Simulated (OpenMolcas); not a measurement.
Mo4+: ligand-field states by method

Mo4+ with 6 ligands (water) in octahedral coordination (Th) at 2.01 Å. Ligand basis ANO-RCC-VDZP.
```
Mo    0.0000    0.0000    0.0000
O     2.0100    0.0000    0.0000
H     2.5870    0.7797    0.0000
H     2.5870   -0.7797    0.0000
O     0.0000    2.0100    0.0000
H     0.0000    2.5870    0.7797
H     0.0000    2.5870   -0.7797
O    -2.0100    0.0000    0.0000
H    -2.5870    0.7797    0.0000
H    -2.5870   -0.7797    0.0000
O     0.0000   -2.0100    0.0000
H     0.0000   -2.5870    0.7797
H     0.0000   -2.5870   -0.7797
O     0.0000    0.0000    2.0100
H     0.7797    0.0000    2.5870
H    -0.7797    0.0000    2.5870
O     0.0000    0.0000   -2.0100
H     0.7797    0.0000   -2.5870
H    -0.7797    0.0000   -2.5870
```

- Program: OpenMolcas 26.06
- Basis: ANO-RCC-VTZP [7s6p4d2f1g]
- Scalar Hamiltonian: DKH2, point nucleus
- Active space: 2 electrons in 5 orbitals (4d)
- State averaging: 2S+1 = 3 even, 10 roots; 2S+1 = 1 even, 15 roots
- Spin-orbit coupling: RASSI with atomic mean-field integrals over the reference wave functions

I. CASSCF
II. SS-CASPT2, IPEA 0.25 Eh, imaginary shift 0.1 Eh (closed shells correlated: 4s 4p and the ligand valence shells)

Spin-free states (labels of O, taken over from Oh, the nearest higher group) in cm-1, each column counted from its own energy of the first state listed:

```csv
State,Degeneracy,I,II
3T1,3,0,0
1T2,3,10300,7030
1E,2,10670,7340
1A1,1,23984,17680
3T2,3,31471,32000
3T1,3,40497,38190
```

From I to II, I's first state of the same spin (3T2) moves from 31471 to 32000 cm-1, by about +520 cm-1.

From I to II, I's first state of another spin (1T2) moves from 10300 to 7030 cm-1, by about -3300 cm-1.

I: A least-squares ligand-field fit to the states below 45000 cm-1, each weighted by its degeneracy and with a free common offset, gives 10Dq = 32793 cm-1, B = 728 cm-1 and C = 2774 cm-1 (C/B = 3.81), with an rms deviation of 181 cm-1. The same method and metal basis give the free ion B = 861 cm-1 (fit to its terms below 60000 cm-1, rms deviation 23 cm-1), so the nephelauxetic ratio is β = 728 / 861 = 0.85; it hangs on how both fits weigh the states, and computed free-ion B values tend to be too large, so β mixes covalency with correlation.

II: A least-squares ligand-field fit to the states below 45000 cm-1, each weighted by its degeneracy and with a free common offset, gives 10Dq = 32836 cm-1, B = 513 cm-1 and C = 1932 cm-1 (C/B = 3.76), with an rms deviation of 259 cm-1. The same method and metal basis give the free ion B = 776 cm-1 (fit to its terms below 60000 cm-1, rms deviation 446 cm-1), so the nephelauxetic ratio is β = 513 / 776 = 0.66; it hangs on how both fits weigh the states, and computed free-ion B values tend to be too large, so β mixes covalency with correlation.

From I to II, 10Dq changes by 0 %, B by -30 % and C by -30 %.

χT at 300 K: I 0.40, II 0.40 cm3 K/mol.

Roots that are degenerate in the reference are averaged as groups; the widest CASPT2 spread within a group is 620 cm-1 (the 3-fold group of multiplicity 3 near 38200 cm-1 above the lowest state of its run, II). Shifts and gaps below about the spread of the groups concerned are not significant. Over all roots computed the reference weight is 0.69 to 0.70 in II; a low but even weight reflects the number of correlated electrons. An orbital triplet at a regular site is open to Jahn-Teller coupling, which can distort the site and quench the lowest spin-orbit gaps and is left out. The least metal-like active orbital is 77 % on the metal (Löwdin) and no ligand orbital is active, so the numbers are rough. Ligand-to-metal charge-transfer states are missing. With no ligand orbital active B as a rule stays too high, so bands that hang on it stand too high and its fall with covalency is understated. Without dynamic correlation the repulsion within the d shell is too large (B by tens of per cent), so at a given field states of lower spin stand too high (holds for I). With metal d orbitals alone the field can be off either way by tens of per cent (holds for I). With one d shell and no ligand orbital active, 10Dq can be off by a tenth or more (holds for II). No measured value stands beside these numbers; the geometry is a model, was not optimised and need not be the one that this ion takes.
